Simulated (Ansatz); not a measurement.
CH10Si3 (`C[SiH]([SiH3])[SiH3]`). The species carries charge 0 and has multiplicity 1. The geometry is a stationary point of PBE0-D4/def2-TZVP.

```xyz
14

C    -0.242    1.946   -0.055
Si    0.218    0.220    0.539
Si    1.779   -0.777   -0.891
Si   -1.667   -1.162    0.659
H    -0.965    2.408    0.622
H     0.640    2.588   -0.100
H    -0.686    1.905   -1.052
H     0.823    0.296    1.902
H     2.153   -2.130   -0.397
H     3.017    0.045   -1.001
H     1.199   -0.921   -2.256
H    -1.292   -2.519    1.142
H    -2.282   -1.300   -0.691
H    -2.694   -0.600    1.580
```

Problem. What is the dipole moment at r2SCAN/def2-TZVPP? (Best estimate.)

Solution. Computed: 1.05 D, with components (-0.15, 1.04, -0.07) D in this frame, pointing from negative to positive charge.

Problem. And with PBE, B3LYP, ωB97M-V? (Best estimate.)

Solution. The calculation gave: PBE 1.05 D, B3LYP 1.01 D, ωB97M-V 1.01 D.

Problem. Give the Mulliken charges with r2SCAN, ωB97M-V, B3LYP in def2-TZVPP. (An estimate is asked.)

Solution. The calculation gave: 
```json
{"atom": "C1", "r2SCAN": "-0.31", "ωB97M-V": "-0.45", "B3LYP": "-0.39"}
{"atom": "Si2", "r2SCAN": "0.21", "ωB97M-V": "0.13", "B3LYP": "0.22"}
{"atom": "Si3", "r2SCAN": "0.16", "ωB97M-V": "0.04", "B3LYP": "0.14"}
{"atom": "Si4", "r2SCAN": "0.16", "ωB97M-V": "0.04", "B3LYP": "0.14"}
{"atom": "H5", "r2SCAN": "0.08", "ωB97M-V": "0.13", "B3LYP": "0.11"}
{"atom": "H6", "r2SCAN": "0.08", "ωB97M-V": "0.13", "B3LYP": "0.11"}
{"atom": "H7", "r2SCAN": "0.08", "ωB97M-V": "0.13", "B3LYP": "0.11"}
{"atom": "H8", "r2SCAN": "-0.09", "ωB97M-V": "-0.03", "B3LYP": "-0.08"}
{"atom": "H9", "r2SCAN": "-0.06", "ωB97M-V": "-0.02", "B3LYP": "-0.06"}
{"atom": "H10", "r2SCAN": "-0.07", "ωB97M-V": "-0.02", "B3LYP": "-0.06"}
{"atom": "H11", "r2SCAN": "-0.06", "ωB97M-V": "-0.02", "B3LYP": "-0.06"}
{"atom": "H12", "r2SCAN": "-0.06", "ωB97M-V": "-0.02", "B3LYP": "-0.06"}
{"atom": "H13", "r2SCAN": "-0.06", "ωB97M-V": "-0.02", "B3LYP": "-0.06"}
{"atom": "H14", "r2SCAN": "-0.07", "ωB97M-V": "-0.02", "B3LYP": "-0.06"}
```

B3LYP here is the variant with VWN-RPA as its local correlation; programs differ in this.
